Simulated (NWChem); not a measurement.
System: SiO2 anion, doublet

NWChem input:

```
start job
memory heap 200 mb stack 900 mb global 1100 mb
charge -1
geometry units angstroms
  O      1.417344    -0.283239     0.017714
  Si    -0.003285     0.338366     0.000722
  O     -1.411555    -0.310732    -0.018981
end
basis spherical
  * library 6-31g*
end
dft
  odft
  mult 2
  xc xpbe96 cpbe96
  iterations 150
end
driver
  maxiter 150
end
task dft optimize
```

Output (shortened):

```
             Northwest Computational Chemistry Package (NWChem) 7.3.0
             --------------------------------------------------------

 C2V symmetry detected

                             Geometry "geometry" -> ""
                             -------------------------

 Output coordinates in angstroms (scale by  1.889725989 to convert to a.u.)

  No.       Tag          Charge          X              Y              Z
 ---- ---------------- ---------- -------------- -------------- --------------
    1 O                    8.0000    -1.41463528     0.00000000    -0.29651206
    2 Si                  14.0000     0.00000000     0.00000000     0.33887093
    3 O                    8.0000     1.41463528     0.00000000    -0.29651206

 Effective nuclear repulsion energy (a.u.)      88.4067512565

      Symmetry information
      --------------------

 Group name             C2v
 Group number             16
 Group order               4
 No. of unique centers     2

                                Z-matrix (autoz)
                                --------

 Units are Angstrom for bonds and degrees for angles

      Type          Name      I     J     K     L     M      Value
      ----------- --------  ----- ----- ----- ----- ----- ----------
    1 Stretch                  1     2                       1.55078
    2 Stretch                  2     3                       1.55078
    3 Bend                     1     2     3               131.62557

  pbe96 is a nonlocal functional; adding pw91lda local functional.

                           NWChem Geometry Optimization
                           ----------------------------

 maximum gradient threshold         (gmax) =   0.000450
 rms gradient threshold             (grms) =   0.000300
 maximum cartesian step threshold   (xmax) =   0.001800
 rms cartesian step threshold       (xrms) =   0.001200
 fixed trust radius                (trust) =   0.300000
 source of zmatrix                         =   autoz

          -------------------
          Energy Minimization
          -------------------

 Using diagonal initial Hessian
 Scaling for Hessian diagonals: bonds = 1.00  angles = 0.25  torsions = 0.10

          --------
          Step   0

                                 NWChem DFT Module
                                 -----------------

 Summary of "ao basis" -> "ao basis" (spherical)
 ------------------------------------------------------------------------------
       Tag                 Description            Shells   Functions and Types
 ---------------- ------------------------------  ------  ---------------------
 O                           6-31g*                  6       14   3s2p1d
 Si                          6-31g*                  8       18   4s3p1d

      Symmetry analysis of basis
      --------------------------

        a1         19
        a2          5
        b1         14
        b2          8

            General Information
            -------------------
          SCF calculation type: DFT
          Wavefunction type:  spin polarized.
          No. of atoms     :     3
          No. of electrons :    31
           Alpha electrons :    16
            Beta electrons :    15
          Charge           :    -1
          Spin multiplicity:     2
          Use of symmetry is: on ; symmetry adaption is: on
          Maximum number of iterations: 150
          AO basis - number of functions:    46
                     number of shells:    20
          Convergence on energy requested:  1.00D-06
          Convergence on density requested:  1.00D-05
          Convergence on gradient requested:  5.00D-04

              XC Information
              --------------
          PerdewBurkeErnzerhof Exchange Functional  1.000
            Perdew 1991 LDA Correlation Functional  1.000 local
           PerdewBurkeErnz. Correlation Functional  1.000 non-local

             Grid Information
             ----------------
          Grid used for XC integration:  medium
          Radial quadrature: Mura-Knowles
          Angular quadrature: Lebedev.
          Tag              B.-S. Rad. Rad. Pts. Rad. Cut. Ang. Pts.
          ---              ---------- --------- --------- ---------
          O                   0.60       49           7.0       434
          Si                  1.10       88           6.0       590
          Grid pruning is: on
          Number of quadrature shells:   137
          Spatial weights used:  Erf1

      Superposition of Atomic Density Guess
      -------------------------------------

 Sum of atomic energies:        -438.32601199

 Renormalizing density from      30.00 to     31

      Non-variational initial energy
      ------------------------------

 Total energy =    -447.299319
 1-e energy   =    -808.466104
 2-e energy   =     272.760033
 HOMO         =       0.148764
 LUMO         =       0.317815

   Symmetry analysis of molecular orbitals - initial alpha
   -------------------------------------------------------

  Numbering of irreducible representations:

     1 a1          2 a2          3 b1          4 b2

  Orbital symmetries:

     1 a1          2 a1          3 b1          4 a1          5 b1
     6 a1          7 b2          8 a1          9 b1         10 a1
    11 b1         12 a1         13 b2         14 a2         15 b1
    16 a1         17 b2         18 a1         19 b1         20 a1
    21 b2         22 a1         23 b1         24 b2         25 a1
    26 a2

   Symmetry analysis of molecular orbitals - initial beta
   ------------------------------------------------------

  Numbering of irreducible representations:

     1 a1          2 a2          3 b1          4 b2

  Orbital symmetries:

     1 a1          2 a1          3 b1          4 a1          5 b1
     6 a1          7 b2          8 a1          9 b1         10 a1
    11 b1         12 a1         13 b2         14 a2         15 b1
    16 a1         17 b2         18 a1         19 b1         20 a1
    21 b2         22 a1         23 b1         24 b2         25 a1
    26 a2

   convergence    iter        energy       DeltaE   RMS-Dens  Diis-err
 ---------------- ----- ----------------- --------- --------- ---------
 d= 0,ls=0.0,diis     1   -439.5114508340 -5.28D+02  2.95D-02  2.34D-01
                                                     2.69D-02  2.21D-01
 d= 0,ls=0.0,diis     2   -439.0389593091  4.72D-01  1.56D-02  1.30D+00
                                                     1.69D-02  1.23D+00
 d= 0,ls=0.0,diis     3   -439.6483143306 -6.09D-01  4.22D-03  5.09D-02
                                                     3.18D-03  5.09D-02
 d= 0,ls=0.0,diis     4   -439.6681497614 -1.98D-02  7.97D-04  1.13D-03
                                                     3.38D-04  9.31D-04
 d= 0,ls=0.0,diis     5   -439.6685757316 -4.26D-04  6.56D-05  9.21D-06
                                                     6.28D-05  1.01D-05
  Resetting Diis
 d= 0,ls=0.0,diis     6   -439.6685810950 -5.36D-06  1.92D-05  5.06D-07
                                                     1.73D-05  4.57D-07
 d= 0,ls=0.0,diis     7   -439.6685813946 -3.00D-07  6.73D-06  2.91D-08
                                                     5.02D-06  9.87D-09

         Total DFT energy =     -439.668581394599
      One electron energy =     -792.818402602014
           Coulomb energy =      302.819774323519
    Exchange-Corr. energy =      -38.076704372617
 Nuclear repulsion energy =       88.406751256513

 Numeric. integr. density =       31.000000542623

                  Occupations of the irreducible representations
                  ----------------------------------------------

                     irrep           alpha         beta
                     --------     --------     --------
                     a1                8.0          7.0
                     a2                1.0          1.0
                     b1                5.0          5.0
                     b2                2.0          2.0

                    DFT Final Alpha Molecular Orbital Analysis
                    ------------------------------------------

 Vector   14  Occ=1.000000D+00  E=-6.375880D-03  Symmetry=a2
              MO Center=  1.1D-15,  4.0D-15, -2.6D-01, r^2= 2.5D+00
   Bfn.  Coefficient  Atom+Function         Bfn.  Coefficient  Atom+Function
  ----- ------------  ---------------      ----- ------------  ---------------
     4      0.440158  1 O  py                36     -0.440158  3 O  py
     8      0.345856  1 O  py                40     -0.345856  3 O  py
    28     -0.101302  2 Si d -2

 Vector   15  Occ=1.000000D+00  E=-7.027370D-04  Symmetry=b1
              MO Center= -2.1D-14, -3.2D-15, -1.9D-01, r^2= 2.7D+00
   Bfn.  Coefficient  Atom+Function         Bfn.  Coefficient  Atom+Function
  ----- ------------  ---------------      ----- ------------  ---------------
     5      0.338819  1 O  pz                37     -0.338819  3 O  pz
     3     -0.285503  1 O  px                35     -0.285503  3 O  px
     9      0.263087  1 O  pz                41     -0.263087  3 O  pz
     7     -0.194889  1 O  px                39     -0.194889  3 O  px
    25     -0.170724  2 Si px                31      0.097520  2 Si d  1

 Vector   16  Occ=1.000000D+00  E= 5.000226D-02  Symmetry=a1
              MO Center=  6.8D-15,  1.3D-14,  4.2D-01, r^2= 2.8D+00
   Bfn.  Coefficient  Atom+Function         Bfn.  Coefficient  Atom+Function
  ----- ------------  ---------------      ----- ------------  ---------------
    24      0.709370  2 Si s                  5     -0.306469  1 O  pz
    37     -0.306469  3 O  pz                23      0.280203  2 Si pz
     9     -0.253340  1 O  pz                41     -0.253340  3 O  pz
     3     -0.137528  1 O  px                35      0.137528  3 O  px
     6     -0.131944  1 O  s                 38     -0.131944  3 O  s

 Vector   17  Occ=0.000000D+00  E= 1.825089D-01  Symmetry=b2
              MO Center= -4.5D-15, -1.3D-14,  2.8D-01, r^2= 3.2D+00
   Bfn.  Coefficient  Atom+Function         Bfn.  Coefficient  Atom+Function
  ----- ------------  ---------------      ----- ------------  ---------------
    26      0.683388  2 Si py                22      0.411504  2 Si py
     8     -0.324303  1 O  py                40     -0.324303  3 O  py
     4     -0.306799  1 O  py                36     -0.306799  3 O  py
    18     -0.152463  2 Si py                29      0.077864  2 Si d -1

 Vector   18  Occ=0.000000D+00  E= 2.616334D-01  Symmetry=a1
              MO Center=  2.3D-15, -4.1D-16, -4.2D-01, r^2= 3.7D+00
   Bfn.  Coefficient  Atom+Function         Bfn.  Coefficient  Atom+Function
  ----- ------------  ---------------      ----- ------------  ---------------
    27     -0.952037  2 Si pz                24      0.869585  2 Si s
     6     -0.444068  1 O  s                 38     -0.444068  3 O  s
     7     -0.223784  1 O  px                39      0.223784  3 O  px
     3     -0.181990  1 O  px                35      0.181990  3 O  px
    23     -0.174033  2 Si pz                 9      0.167484  1 O  pz

 Vector   19  Occ=0.000000D+00  E= 2.865158D-01  Symmetry=b1
              MO Center= -1.6D-14,  1.1D-16,  6.4D-01, r^2= 5.1D+00
   Bfn.  Coefficient  Atom+Function         Bfn.  Coefficient  Atom+Function
  ----- ------------  ---------------      ----- ------------  ---------------
    25      1.402279  2 Si px                 6      0.648106  1 O  s
    38     -0.648106  3 O  s                  9      0.170312  1 O  pz
    41     -0.170312  3 O  pz                 5      0.144569  1 O  pz
    37     -0.144569  3 O  pz                21      0.137598  2 Si px
     2      0.078720  1 O  s                 34     -0.078720  3 O  s

                     DFT Final Beta Molecular Orbital Analysis
                     -----------------------------------------

 Vector   13  Occ=1.000000D+00  E=-4.437373D-02  Symmetry=a1
              MO Center=  2.7D-14, -1.0D-15, -4.2D-02, r^2= 2.5D+00
   Bfn.  Coefficient  Atom+Function         Bfn.  Coefficient  Atom+Function
  ----- ------------  ---------------      ----- ------------  ---------------
     5      0.297353  1 O  pz                37      0.297353  3 O  pz
    23      0.281487  2 Si pz                 3     -0.208308  1 O  px
    35      0.208308  3 O  px                 9      0.205878  1 O  pz
    41      0.205878  3 O  pz                27      0.188820  2 Si pz
     7     -0.145593  1 O  px                39      0.145593  3 O  px

[...]

      ----------------------
      Optimization converged
      ----------------------

  Step       Energy      Delta E   Gmax     Grms     Xrms     Xmax
  ---- ---------------- -------- -------- -------- -------- --------
@    3    -439.67139294 -1.9D-07  0.00009  0.00008  0.00034  0.00081
                                     ok       ok       ok       ok

                                Z-matrix (autoz)
                                --------

 Units are Angstrom for bonds and degrees for angles

      Type          Name      I     J     K     L     M      Value     Gradient
      ----------- --------  ----- ----- ----- ----- ----- ---------- ----------
    1 Stretch                  1     2                       1.58743    0.00009
    2 Stretch                  2     3                       1.58743    0.00009
    3 Bend                     1     2     3               135.76438   -0.00005

                         Geometry "geometry" -> "geometry"
                         ---------------------------------

 Output coordinates in angstroms (scale by  1.889725989 to convert to a.u.)

  No.       Tag          Charge          X              Y              Z
 ---- ---------------- ---------- -------------- -------------- --------------
    1 O                    8.0000    -1.47060907     0.00000000    -0.28394608
    2 Si                  14.0000     0.00000000     0.00000000     0.31373896
    3 O                    8.0000     1.47060907     0.00000000    -0.28394608

 Effective nuclear repulsion energy (a.u.)      86.1864168905

      Symmetry information
      --------------------

 Group name             C2v
 Group number             16
 Group order               4
 No. of unique centers     2

                Final and change from initial internal coordinates
                --------------------------------------------------

                                Z-matrix (autoz)
                                --------

 Units are Angstrom for bonds and degrees for angles

      Type          Name      I     J     K     L     M      Value       Change
      ----------- --------  ----- ----- ----- ----- ----- ---------- ----------
    1 Stretch                  1     2                       1.58743    0.03665
    2 Stretch                  2     3                       1.58743    0.03665
    3 Bend                     1     2     3               135.76438    4.13881

 ==============================================================================
                                internuclear distances
 ------------------------------------------------------------------------------
       center one      |      center two      | atomic units |  angstroms
 ------------------------------------------------------------------------------
    2 Si               |   1 O                |     2.99980  |     1.58743
    3 O                |   2 Si               |     2.99980  |     1.58743
 ------------------------------------------------------------------------------
                         number of included internuclear distances:          2
 ==============================================================================
```

Level: PBE/6-31G* (spherical d), spin-unrestricted. In the optimisation the excess spin sits in a1 (C2v, its own frame). Sets without diffuse functions describe the anion's extra electron poorly. No stability test was run on the SCF state. The highest occupied level is positive, so the extra electron may be held by the finite basis.
